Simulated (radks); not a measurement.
Problem. Cu, 29 electrons, occupied as [Ar] 3d10 4s1 (the NIST ground configuration). Method: Dirac Kohn-Sham, PBE, spin-unpolarised, spherical densities, point nucleus; speed of light set to 102.777 atomic units (0.75 times the physical value, a model run); computed with a radial shooting solver on a logarithmic mesh with Libxc functionals. Some entries of the table are withheld. Estimate them.

| orbital | occ. | eigenvalue (hartree) | <r^2> (bohr^2) | <1/r> (bohr^-1) |
|---|---|---|---|---|
| 1s1/2 | 2 | -328.2395 | 0.003581 | 29.69 |
| 2s1/2 | 2 | (1) | 0.06371 | 6.497 |
| 2p1/2 | 2 | -34.75166 | (2) | (3) |
| 2p3/2 | 4 | -33.38504 | (4) | (5) |
| 3s1/2 | 2 | -4.32632 | 0.5729 | 2.038 |
| 3p1/2 | 2 | -2.79744 | (6) | 1.900 |
| 3p3/2 | 4 | -2.62443 | (7) | 1.838 |
| 3d3/2 | 4 | -0.19097 | 1.548 | 1.377 |
| 4s1/2 | 1 | -0.17477 | 9.875 | 0.4536 |
| 3d5/2 | 6 | -0.17349 | 1.632 | 1.354 |

Solution. 
(1) 2s1/2 eigenvalue (hartree): -39.69744
(2) 2p1/2 <r^2> (bohr^2): 0.04991
(3) 2p1/2 <1/r> (bohr^-1): 6.444
(4) 2p3/2 <r^2> (bohr^2): 0.05267
(5) 2p3/2 <1/r> (bohr^-1): 6.186
(6) 3p1/2 <r^2> (bohr^2): 0.6360
(7) 3p3/2 <r^2> (bohr^2): 0.6701
